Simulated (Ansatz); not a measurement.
`[CH3][AlH][Br]` + `O[SiH](F)[TeH]` → `C[Te][SiH](O)F` + `[AlH2][Br]`  (substitution at a C–Al bond)

Gas-phase electronic energies from Ansatz, PBE0-D4/def2-TZVP geometries. CBS: MP2 limit from def2 TZ/QZ plus the TZ coupled-cluster correction, frozen cores. DFT in def2-TZVPP. B3LYP here is the variant with VWN-RPA as its local correlation; programs differ in this. def2 core potentials past Kr. For Br, Te outer-core shells are correlated without core-valence functions, which leaves a few kJ/mol of doubt a bond. Scalar relativity is left out up to krypton. One conformer a species, not always the lowest.

```csv
level,ΔE (kJ/mol),difference from CCSD(T)/CBS
PBE-D4,48.7,4.5
r2SCAN-D4,52.5,8.3
PBE0-D4,50.1,5.9
B3LYP-D4,47.0,2.8
ωB97X-V,49.0,4.8
B2PLYP,49.2,5.0
r2SCAN,53.2,9.0
PBE0,52.5,8.3
B3LYP,51.5,7.3
HF/def2-TZVPP,48.0,3.8
MP2/def2-TZVPP,45.3,1.1
SCS-MP2/def2-TZVPP,43.1,-1.1
CCSD(T)/def2-TZVPP,47.3,3.1
HF/def2-QZVPP,47.4,3.2
SCS-MP2/def2-QZVPP,41.6,-2.6
MP2/CBS(def2),42.3,-1.9
CCSD(T)/CBS,44.2,0
```

Largest T1 diagnostic among the species: 0.012.

The D4 term adds −4.5 kJ/mol with B3LYP and −2.4 kJ/mol with PBE0; it sums over pairs of atoms, weighted by their polarisabilities, and B3LYP, whose exchange is more repulsive, gets the larger term.
